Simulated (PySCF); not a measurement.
BrHPbS, neutral, multiplicity 1. Atoms are numbered in the order given.

```xyz
4

Pb     0.5273    -0.4950     0.0000
Br    -0.3932     1.9689     0.0000
S     -1.7648    -1.5929     0.0000
H     -1.2375    -2.8400     0.0000
```
Charge 0, spin multiplicity 1.

Geometry: PBE0-D3(BJ)/def2-SVP. The def2 effective core potentials stand for the cores of Pb; spin–orbit coupling is left out. The values are those of a single conformer.

Calculation: TDDFT-PBE0/def2-SVPD (PySCF).

Vertical excitations. Isolated molecule, no solvent. State labels are in the subgroup Cs.

Problem. Give excitation energies, oscillator strengths and character. (The exact figures need the calculation; the answer reports its results.)

Solution. 
| state | symmetry | energy (eV) | λ (nm) | f | main pairs |
|---|---|---|---|---|---|
| S1 | A" | 3.33 | 373 | 0.005 | HOMO→LUMO 100 % |
| S2 | A' | 3.73 | 332 | 0.038 | HOMO−1→LUMO 94 % |
| S3 | A" | 4.10 | 303 | 0.005 | HOMO−2→LUMO 100 % |
| S4 | A' | 4.40 | 282 | 0.009 | HOMO−3→LUMO 92 % |
| S5 | A" | 4.77 | 260 | 0.000 | HOMO−4→LUMO 98 % |
| S6 | A" | 5.00 | 248 | 0.007 | HOMO−1→LUMO+1 98 % |
| S7 | A' | 5.03 | 247 | 0.046 | HOMO→LUMO+1 91 % |
| S8 | A" | 5.32 | 233 | 0.008 | HOMO−1→LUMO+2 97 % |
| S9 | A" | 5.67 | 219 | 0.001 | HOMO−3→LUMO+1 98 % |
| S10 | A' | 5.75 | 216 | 0.063 | HOMO−2→LUMO+1 60 %, HOMO→LUMO+2 26 % |
| T1 | A" | 2.88 | 431 | 0 | HOMO→LUMO 93 % |
| T2 | A' | 2.98 | 416 | 0 | HOMO−1→LUMO 97 % |
| T3 | A' | 3.81 | 325 | 0 | HOMO−3→LUMO 96 % |
| T4 | A" | 3.87 | 320 | 0 | HOMO−2→LUMO 93 % |
Triplets are in the Tamm–Dancoff approximation, which puts them higher than full response would, so one can lie above its singlet here.
